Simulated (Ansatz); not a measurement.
Reaction (ligand exchange at the Si–C bond): `O[SiH](O)C[SiH2]F` + `O[SiH2]O` → `O[SiH2]O[SiH](O)O` + `C[SiH2]F`

Isolated molecules relaxed with PBE0-D4/def2-TZVP in Ansatz; ΔE leaves out vibrations. CBS: MP2 limit from def2 TZ/QZ plus the TZ coupled-cluster correction, frozen cores. One conformer a species, not always the lowest.

| level | ΔE (kJ/mol) |
| --- | --- |
| HF/def2-TZVPP | -140.1 |
| SCS-MP2/def2-QZVPP | -122.4 |

Task: What does CCSD(T)/CBS give? (Estimate.)

Result: The calculation gave: -118.5 kJ/mol. The listed levels differ from it by -21.6, -3.9 kJ/mol.

Largest T1 diagnostic among the species: 0.012.

From PBE to PBE0 (25 % exact exchange), in def2-TZVPP and without D4, ΔE moves by −6.1 kJ/mol. In def2-TZVPP, CCSD(T) changes the Hartree–Fock value by +22.2 kJ/mol (the triples alone add +3.1 kJ/mol) and MP2 by +23.0 kJ/mol.
